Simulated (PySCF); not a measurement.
Species: C6H11N3.
Geometry (PBE0-D3(BJ)/def2-SVP, Å), atoms numbered from 1 in this order:
```xyz
20
C6H11N3 angstrom
C      3.5243    0.3242   -0.1397
C      2.1100   -0.1065   -0.2888
N      1.7400   -1.0682   -1.1178
N      0.4164   -1.1266   -0.9229
C      0.0226   -0.2209   -0.0030
C     -1.3893   -0.0033    0.4474
C     -1.7741    1.4644    0.2634
C     -2.3737   -0.9468   -0.2325
N      1.0823    0.4429    0.4140
H      3.8987    0.0885    0.8682
H      4.1530   -0.1834   -0.8815
H      3.6113    1.4126   -0.2729
H     -0.1455   -1.7856   -1.4451
H     -1.3967   -0.2147    1.5314
H     -2.7640    1.6651    0.7004
H     -1.8102    1.7271   -0.8058
H     -1.0334    2.1154    0.7476
H     -2.1155   -2.0047   -0.0664
H     -3.3879   -0.7924    0.1627
H     -2.4171   -0.7641   -1.3192
```

Computed with PySCF at PBE0/pcSseg-1 and PBE0/def2-SVPD, non-relativistic, on one gas-phase PBE0-D3(BJ)/def2-SVP geometry that isn't relaxed in the solvent. The solvent is an IEF-PCM continuum (Bondi radii, 1.10 Å for H, scaled by 1.2). Only the electrostatic response of the medium enters.

Gas phase at PBE0/pcSseg-1: HOMO -7.17 eV, LUMO 0.47 eV, dipole 2.77 D.

Q: What does the continuum do to the energy, the frontier levels and the dipole at PBE0/pcSseg-1 in chloroform and water?

A: 
```csv
solvent,ε,E(solvent) − E(gas) (kJ/mol),polarisation term (kJ/mol),distortion of the solute (kJ/mol),HOMO (eV),LUMO (eV),dipole (D)
chloroform,4.711,-26.78,-29.96,3.18,-7.28,0.44,3.46
water,78.36,-38.34,-45.15,6.81,-7.34,0.41,3.79
```

Polarisation term: ½ Σ q·V over the induced surface charges. Distortion: the rise of the solute's own energy as its density leaves the gas-phase optimum. From chloroform to water the lowering changes by a factor 1.43, Onsager's factor (ε − 1)/(2ε + 1) by 1.38 and ε itself by 16.6.

Q: Which radius a makes the point-dipole formula ΔE = −[(ε − 1)/(2ε + 1)]·μ²/a³ give the value in water, with the gas-phase dipole?

A: μ = 1.089 au and |ΔE| = 0.01460 Eh give a = 1.81 Å; the farthest nucleus lies 4.23 Å from the centroid of the nuclei, so such a sphere wouldn't even hold the nuclei. The formula assumes a rigid point dipole at the centre of a sphere.

Q: Give the dipole vector in the frame of the coordinates (D, pointing from negative to positive charge), gas and water.

A: Gas (-2.62, -0.82, -0.31), solvent (-3.51, -1.31, -0.55). Its length changes by +37 % and its direction by 4°.

Q: Which Mulliken charges (PBE0/pcSseg-1) respond most in chloroform (means over atoms taken as equivalent)?

A: 
```tsv
atoms	environment	gas (e)	solvent (e)	change
N9	pyridine-type nitrogen	-0.461	-0.499	-0.038
N3	pyridine-type nitrogen	-0.250	-0.286	-0.036
H13	N–H hydrogen	+0.198	+0.222	+0.024
N4	pyrrole-type nitrogen	-0.303	-0.288	+0.015
H10/H11/H12	methyl hydrogen	+0.133	+0.139	+0.006
H14	methine hydrogen	+0.151	+0.157	+0.006
C1	benzylic-type carbon	-0.149	-0.154	-0.005
C7/C8	methyl carbon	-0.235	-0.240	-0.005
H15 (×6)	methyl hydrogen	+0.123	+0.127	+0.004
C2	substituted aromatic carbon	+0.067	+0.063	-0.004
C6	benzylic-type carbon	-0.329	-0.325	+0.004
C5	substituted aromatic carbon	+0.408	+0.411	+0.003
```

Q: Which Mayer bond orders change most in chloroform?

A: 
| bond | length (Å) | gas | solvent | change |
| --- | --- | --- | --- | --- |
| N4–C5 | 1.350 | 1.162 | 1.193 | +0.031 |
| C5–N9 | 1.318 | 1.505 | 1.490 | -0.015 |
| N4–H13 | 1.011 | 0.926 | 0.917 | -0.009 |
| C6–C8 | 1.524 | 1.050 | 1.055 | +0.005 |
| N9–C2 | 1.361 | 1.341 | 1.345 | +0.004 |
| C1–H10 | 1.101 | 0.946 | 0.943 | -0.003 |
| C6–H14 | 1.104 | 0.915 | 0.912 | -0.003 |
| C1–C2 | 1.486 | 1.067 | 1.069 | +0.002 |

Q: How do the nuclear quadrupole coupling constants eQVzz/h respond in chloroform?

A: 
| nucleus | Q (barn) | gas (MHz) | solvent (MHz) | η gas | η solvent |
| --- | --- | --- | --- | --- | --- |
| 14N at N3 | 0.02044 | -4.67 | -4.49 | 0.78 | 0.82 |
| 14N at N4 | 0.02044 | -3.39 | -3.23 | 0.43 | 0.55 |
| 14N at N9 | 0.02044 | -4.13 | -3.97 | 0.08 | 0.13 |

Gas phase at PBE0/def2-SVPD: HOMO -7.19 eV, LUMO 0.29 eV, dipole 2.78 D.

Q: What does the continuum do to the energy, the frontier levels and the dipole at PBE0/def2-SVPD in chloroform?

A: 
```tsv
solvent	ε	E(solvent) − E(gas) (kJ/mol)	polarisation term (kJ/mol)	distortion of the solute (kJ/mol)	HOMO (eV)	LUMO (eV)	dipole (D)
chloroform	4.711	-26.45	-30.01	3.56	-7.29	0.33	3.53
```

The atom shares or the degeneracy of the LUMO differ from the gas phase in chloroform, so that column needn't follow one orbital.

Q: How does the static polarisability (PBE0/def2-SVPD, frozen core, with the continuum's full static response) change?

A: 
```csv
medium,isotropic (au),principal values (au),⟨r²⟩ of the electrons (bohr²)
gas,91.5,"68.5, 90.2, 115.7",1387.9
chloroform,112.5,"85.5, 114.9, 136.9",1387.1
```

The isotropic value in chloroform is 1.23 times the gas-phase one; no cavity-field correction is applied. ⟨r²⟩ is taken about the centre of nuclear charge.

Hardware: one thread, Arm Neoverse V2 (aarch64), no GPU, shared host with 96 logical CPUs at a one-minute load of 45. Cost: 29 s wall, 1.3 GiB resident at most. This is the whole shielding run at PBE0/pcSseg-1 in water, SCF included.
